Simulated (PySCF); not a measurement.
SMILES [C]1CCC=CC=1, doublet, B3LYP/def2-SVP optimised geometry.

```
13

C     -1.93    -0.01     0.03
C     -1.33     1.18     0.00
C      0.15     1.18     0.00
C      0.84     0.04    -0.22
C      0.13    -1.26    -0.53
C     -1.28    -1.34     0.11
H     -1.87     2.13     0.00
H      0.68     2.12     0.17
H      1.93     0.05    -0.24
H      0.73    -2.13    -0.21
H      0.03    -1.34    -1.63
H     -1.21    -1.63     1.18
H     -1.88    -2.13    -0.38
```

Density from unrestricted B3LYP/def2-TZVP (PySCF) at that geometry.

Minimum of the electron density along straight lines between bonded atoms, close to the bond critical point (lines longer than 1.1 times the sum of covalent radii, or with two minima, are not listed):

```csv
bond,length / Å,ρ at the minimum / e bohr⁻³,∇²ρ there / e bohr⁻⁵,position (fraction from the first atom)
C1–C2,1.329,0.353,-1.07,0.51
C2–C3,1.481,0.265,-0.70,0.50
C3–C4,1.346,0.346,-1.04,0.50
C4–C5,1.513,0.255,?,0.51
C1–C6,1.485,0.264,-0.70,0.51
C5–C6,1.553,?,?,0.50
C2–H7,1.095,0.278,-0.97,0.65
C3–H8,1.094,0.280,-0.98,0.65
C4–H9,1.094,0.279,-0.97,0.64
C5–H10,1.102,0.274,-0.93,0.64
C5–H11,1.109,0.270,-0.90,0.64
C6–H12,1.108,0.270,-0.90,0.64
C6–H13,1.102,0.274,-0.93,0.64
```

Q: Fill in the missing entries.

A: 
- C4–C5, ∇²ρ there / e bohr⁻⁵: -0.66
- C5–C6, ρ at the minimum / e bohr⁻³: 0.233
- C5–C6, ∇²ρ there / e bohr⁻⁵: -0.55
